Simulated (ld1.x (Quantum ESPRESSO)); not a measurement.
u(r) = r·R(r): atom against pseudo-atom (carbon (C))

Columns: radius, all-electron u(r) and pseudo u(r) of the 2p shell (level -10.85 eV) of carbon in the configuration [He] 2s2 2p1.5; LDA (PZ), non-relativistic, RRKJ scheme, ld1.x (Quantum ESPRESSO) 7.5.

```
r (bohr)  all-electron  pseudo
   0.075        0.0310  0.0142
   0.150        0.1011  0.0555
   0.225        0.1875  0.1200
   0.300        0.2775  0.2017
   0.375        0.3639  0.2936
   0.450        0.4427  0.3883
   0.525        0.5122  0.4789
   0.600        0.5717  0.5600
   0.675        0.6214  0.6278
   0.750        0.6616  0.6805
   0.825        0.6930  0.7183
   0.900        0.7162  0.7424
   0.975        0.7322  0.7552
   1.050        0.7417  0.7594
   1.125        0.7455  0.7574
   1.200        0.7445  0.7513
   1.275        0.7393  0.7424
   1.350        0.7306  0.7316
   1.425        0.7190  0.7191
   1.500        0.7050  0.7050
   1.575        0.6890  0.6890
   1.650        0.6714  0.6714
   1.725        0.6527  0.6527
   1.800        0.6330  0.6330
   1.875        0.6126  0.6126
   1.950        0.5918  0.5918
```

**Question.** How many radial nodes do the two functions have?

**Answer.** The all-electron 2p function has n − l − 1 = 0; the pseudo-wave has 0.

**Question.** At about which radius was the pseudo-wave matched?

**Answer.** 1.50 bohr, where the columns begin to agree (steps of 0.07 bohr).

**Question.** Is the pseudo-wave norm-conserving?

**Answer.** Yes: the RRKJ scheme keeps the norm inside the radius equal to the all-electron one, which fixes the energy derivative of the logarithmic derivative at the level.
